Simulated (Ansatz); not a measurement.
WN(NH2)3 (WN₄H₆), relaxed as a singlet with RKS r2SCAN-D4/def2-SVP in Ansatz, starting from the GFN2-xTB geometry. Force threshold 0.02 eV/Å.

In the def2 sets W takes a core potential; there is no spin–orbit coupling. The restricted singlet is unstable towards broken spin symmetry in Hartree–Fock (as tested in another run); at r2SCAN-D4/def2-SVP this wasn't settled.

Start:

```tsv
atom	x (Å)	y (Å)	z (Å)
N1	-1.490	-1.257	0.454
N2	-0.788	0.577	-1.680
N3	1.366	-1.378	-0.012
N4	-0.228	1.095	1.587
W5	-0.189	-0.158	0.057
H6	-1.648	0.350	-2.187
H7	-0.269	1.272	-2.230
H8	2.327	-1.084	-0.225
H9	1.372	-2.389	0.145
H10	-0.864	1.081	2.388
H11	0.411	1.891	1.702
```

Task: Estimate the energy that the relaxation releases and the steps that it takes.

Result: 19.1 kJ/mol, in 5 steps; 8 s on 2 threads of Intel Xeon 6975P-C on a shared host. No frequencies were taken in this run, so the end may be a saddle point.

Task: Does the start keep its bonding and symmetry?

Result: By distances, no bond broke or formed. The bond that changes most is N1–W5, from 1.75 to 1.67 Å (atoms count from 1). Point group C3v at the start, C3v at the end, both within 0.05 Å.

Task: Predict the relaxed structure.

Result: 
Cartesian coordinates in Å:
```
N -1.479 -1.245 0.451
N -0.774 0.572 -1.656
N 1.352 -1.357 -0.016
N -0.222 1.084 1.563
W -0.232 -0.195 0.071
H -1.628 0.346 -2.158
H -0.235 1.260 -2.181
H 2.295 -1.037 -0.229
H 1.354 -2.361 0.143
H -0.854 1.064 2.359
H 0.422 1.869 1.651
```
Bond lengths: 4 × N–W 1.67 to 1.97 Å; 6 × H–N 1.02 Å.
